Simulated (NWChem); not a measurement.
# Extrapolating the UMP2 correlation energy of HBN

```xyz
3

B      0.0000     0.0000    -0.6134
N      0.0000     0.0000     0.6948
H      0.0000     0.0000    -1.7968
```
Charge 0, spin multiplicity 2.

All runs are NWChem calculations. All single points use one geometry, from UB3LYP/def2-SVP, a minimum by its harmonic frequencies.

The correlated methods keep 2 core orbitals frozen. The structure started from a generated list of species. The unpaired electrons of the parent sit in orbitals of symmetry b2 (C2v labels of the run); other states weren't searched. No SCF solution was tested for a lower state. Open-shell Hartree-Fock references start from PBE0 orbitals; any time given for them includes that run.

Worked example. The UMP2 correlation energy is -247.98 mHa in cc-pVTZ and -266.00 mHa in cc-pVQZ. The form E(X) = E∞ + A/X³ turns the pair into an estimate of the basis-set limit.

E∞ = (4³·(-266.00) − 3³·(-247.98))/(4³ − 3³) = -279.2 mHa. The larger basis holds 95 % of that, at about 6 times the processor time of the smaller one. This is a two-point estimate.
